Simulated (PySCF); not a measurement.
Species: C6H12P (charge +1).
SMILES with atom numbers: `[CH2:1]1[CH2:2][CH:3]([PH+:4]2[CH2:5][CH2:6]2)[CH2:7]1` (hydrogens: H8, H9 on C1; H10, H11 on C2; H12 on C3; H13 on P4; H14, H15 on C5; H16, H17 on C6; H18, H19 on C7)

Computed, not measured: PySCF, TDDFT CAM-B3LYP/def2-SVPD, vertical, gas phase, core orbitals frozen in the response. One conformer (not necessarily the lowest) at the GFN2-xTB geometry, without solvent, vibrations or thermal averaging.

List the vertical singlet excitations with oscillator strengths and describe the spectrum.

```tsv
state	E (eV)	E (kJ/mol)	λ (nm)	f	main configurations (H = HOMO, L = LUMO)
S1	7.51	724	165.2	0.021	H→L (52%), H-1→L (26%), H-2→L (11%)
S2	7.66	739	161.9	0.085	H-1→L (47%), H→L (32%), H-3→L (9%)
S3	7.94	766	156.2	0.0038	H-2→L (79%), H-1→L (12%)
S4	8.05	777	154.0	0.0061	H→L+1 (46%), H-1→L+1 (14%), H→L+2 (11%)
S5	8.11	783	152.8	0.014	H-3→L (54%), H-1→L+1 (11%)
S6	8.26	797	150.1	0.179	H-1→L+1 (29%), H-3→L (22%), H-2→L+1 (18%)
S7	8.34	805	148.7	0.0015	H-3→L+2 (39%), H→L+2 (19%), H-1→L+2 (8%)
S8	8.46	816	146.5	0.0009	H-2→L+1 (49%), H-2→L+2 (16%), H-1→L+1 (14%)
```

Triplets (Tamm–Dancoff): T1 6.22 eV, H-3→L (59%), H→L (21%); T2 6.93 eV, H→L (30%), H-1→L (28%), H-4→L (15%); T3 7.50 eV, H-3→L+1 (29%), H→L+1 (18%), H-1→L+1 (16%).

The lowest singlet comes at 165 nm (724 kJ/mol) in the vacuum ultraviolet; it is weak; its leading configuration is HOMO→LUMO (52%). The strongest level in the table is S6 at 8.26 eV (150 nm, f = 0.179). Löwdin shares by element: HOMO carbon 61% or more (atoms not listed hold the other 39%); LUMO phosphorus 34%, carbon 28% or more, hydrogen 10% or more (atoms not listed hold the other 28%). The oscillator strengths of these states sum to 0.311; summed over the whole spectrum of an exact calculation they would give the number of electrons, 62 (Thomas–Reiche–Kuhn). Orbital energies (eV): HOMO-3 -15.03, HOMO-2 -14.64, HOMO-1 -14.55, HOMO -14.51, LUMO -3.84, LUMO+1 -3.09, LUMO+2 -2.90. Weighted by f, the mean energy of these states is 8.03 eV. No computed singlet lies in the visible range (380 to 750 nm); the lowest, at 165 nm, stands 4.24 eV above its violet end (3.26 eV). The window holds the lowest 8 singlets.

Time: 54 s of wall time; peak memory 1.2 GiB. Hardware: one thread of an Arm Neoverse V1, on a shared host.
